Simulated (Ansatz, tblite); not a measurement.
Spin states of the cluster ZnSe2⁻ (the lowest doublet isomer of a short search), each relaxed with r2SCAN-D4/def2-TZVPD in Ansatz. Electronic energies in the gas phase.

The xTB rows come from tblite. LC-ωPBE has ω = 0.4 bohr⁻¹. Correlated methods freeze 27 core orbitals; core or outer-core shells of Se are correlated, in sets that lack core-valence functions. The rows differ in basis, and correlated rows in double-zeta sets carry the largest basis error. In CCSD on the charge -1 doublet the largest single amplitude is 0.33, so its Hartree–Fock determinant may place the open shell otherwise than the density functionals do. HOMO above LUMO, or a gap near zero within one spin, warns that the state may not be the lowest or that an electron is smeared out. The structure comes from a short search, and lower isomers may exist.

Doublet geometry (D∞h within 0.1 Å):

Cartesian coordinates in Å:
```
Zn 0.000 0.000 0.000
Se -0.840 1.622 1.294
Se 0.839 -1.622 -1.294
```

Quartet geometry (C2v within 0.1 Å):

| atom | x (Å) | y (Å) | z (Å) |
| --- | --- | --- | --- |
| Zn1 | 0.319 | 0.126 | -1.215 |
| Se2 | 0.096 | 1.405 | 0.826 |
| Se3 | -0.414 | -1.531 | 0.389 |

Only these spin states were relaxed.

| level | quartet − doublet (kJ/mol) | lowest of these | remarks |
| --- | --- | --- | --- |
| GFN1-xTB | 241.9 | doublet | – |
| HF/def2-SVPD | 160.0 | doublet | – |
| PBE-D4/def2-TZVPD | 196.2 | doublet | HOMO above zero (quartet), gap within one spin near zero (doublet) |
| PBE0-D4/def2-TZVPD | 200.1 | doublet | – |
| CAM-B3LYP-D4/def2-TZVPD | 210.9 | doublet | – |
| LC-ωPBE/def2-TZVPD | 212.0 | doublet | – |
| MP2/def2-TZVPD | 224.1 | doublet | – |
| CCSD/def2-SVPD | 189.7 | doublet | – |

(1) Estimate the rows for GFN2-xTB, HF/def2-TZVPD, r2SCAN-D4/def2-TZVPD, ωB97X-V/def2-TZVPD, RPA@PBE/def2-TZVPD, MP2/def2-SVPD, CCSD(T)/def2-SVPD.

(2) How do the metal–ligand distances follow the spin state?

Answers

(1) 
```
               level  quartet − doublet (kJ/mol)  lowest of these
            GFN2-xTB                       259.8          doublet
       HF/def2-TZVPD                       159.0          doublet
r2SCAN-D4/def2-TZVPD                       202.2          doublet
  ωB97X-V/def2-TZVPD                       215.1          doublet
  RPA@PBE/def2-TZVPD                       203.2          doublet
       MP2/def2-SVPD                       214.5          doublet
   CCSD(T)/def2-SVPD                       188.1          doublet
```

The xTB methods have no spin-polarisation term.

(2) 
```csv
state,donor atoms,mean metal–ligand distance (Å),range (Å),Mulliken spin on the metal (PBE0)
doublet,2,2.238,2.24–2.24,-0.13
quartet,2,2.419,2.42–2.42,0.65
```

⟨S²⟩ at PBE0-D4/def2-TZVPD: doublet 0.77 (pure 0.75), quartet 3.77 (pure 3.75). The unpaired electrons of the doublet sit mostly on the ligands. The unpaired electrons of the quartet sit mostly on the ligands.
